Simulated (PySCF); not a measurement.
Q: Give a PBE0-D3(BJ)/def2-SVP geometry of `C=C(CF)C(=O)[O-]`. (Charge -1.)

A: 
Z-matrix in Å and degrees, rows numbered from 1:
```
C 
C   1  1.3349
C   2  1.4909  1  123.19
F   3  1.3902  2  113.37  1    -1.31
C   2  1.5500  1  122.90  3   179.97
O   5  1.2402  2  116.98  1     0.58
O   5  1.2525  2  112.95  1  -179.30
H   1  1.0943  2  117.33  3  -179.87
H   1  1.0947  2  122.23  3     0.09
H   3  1.1030  2  109.75  1   120.54
H   3  1.1024  2  109.58  1  -123.05
```

C5 (carboxylate carbon) is planar (angles 130.1°, 117.0° and 112.9°, sum 360.0°, 0.00 Å off the plane of its three neighbours). The C–C distances run from 1.335 Å (C1=C2, drawn double) to 1.550 Å (C2–C5, drawn single), a spread of 0.215 Å. C1 (terminal =CH2 carbon) is planar (angles 122.2°, 120.4° and 117.3°, sum 360.0°, 0.00 Å off the plane of its three neighbours). Of the pairs four or more bonds apart, O6···H8 is among the closest relative to their van der Waals radii: 2.49 Å, 92 % of the sum of Bondi's values.

Computed with PBE0-D3(BJ)/def2-SVP geometry optimisation, gas phase (PySCF).

Point group: Cs (every atom within 0.08 Å of its image). Whether it is a minimum is left open (no frequencies). The geometry's basis has no diffuse functions, a weakness for an anion. Torsions: C1–C2–C3–F4 -1°, C1–C2–C5–O6 1°.

One conformer stands for the species.
